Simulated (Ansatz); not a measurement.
Basis-set series for C$_{2}$H$_{5}$B$_{2}$ClO. Charge 0, multiplicity 1. The bonds changed during the relaxation, so this is another structure than the one it started from. Geometry: relaxed with PBE0-D4/def2-TZVP. It is one conformer, not always the lowest.

```csv
atom,x (Å),y (Å),z (Å)
O1,-1.761,-0.024,-0.629
C2,-0.459,-0.340,-0.384
Cl3,2.253,-0.035,-0.165
B4,0.664,0.316,-1.085
B5,0.601,0.490,0.760
C6,-0.181,-0.866,0.967
H7,-1.813,0.498,-1.436
H8,0.708,1.058,-2.008
H9,0.635,1.533,1.318
H10,0.406,-1.775,1.046
H11,-1.052,-0.856,1.616
```

```json
{"functional": "PBE0-D4", "basis": "def2-SVP", "functions": "113", "energy (Eh)": "-663.65819", "HOMO (eV)": "-6.63", "LUMO (eV)": "0.18"}
{"functional": "PBE0-D4", "basis": "def2-TZVPP", "functions": "267", "energy (Eh)": "-664.04276", "HOMO (eV)": "-6.70", "LUMO (eV)": "-0.06"}
{"functional": "ωB97M-V", "basis": "def2-SVP", "functions": "113", "energy (Eh)": "-663.93268", "HOMO (eV)": "-8.73", "LUMO (eV)": "2.28"}
{"functional": "ωB97M-V", "basis": "def2-TZVPP", "functions": "267", "energy (Eh)": "-664.32374", "HOMO (eV)": "-8.82", "LUMO (eV)": "1.92"}
```

Q: Give the rows for def2-QZVPP. (Best estimate.)

A: Computed: 
```json
{"functional": "PBE0-D4", "basis": "def2-QZVPP", "functions": "505", "energy (Eh)": "-664.06764", "HOMO (eV)": "-6.73", "LUMO (eV)": "-0.13"}
{"functional": "ωB97M-V", "basis": "def2-QZVPP", "functions": "505", "energy (Eh)": "-664.34704", "HOMO (eV)": "-8.85", "LUMO (eV)": "1.37"}
```

Positive LUMOs are unbound and depend on the basis.
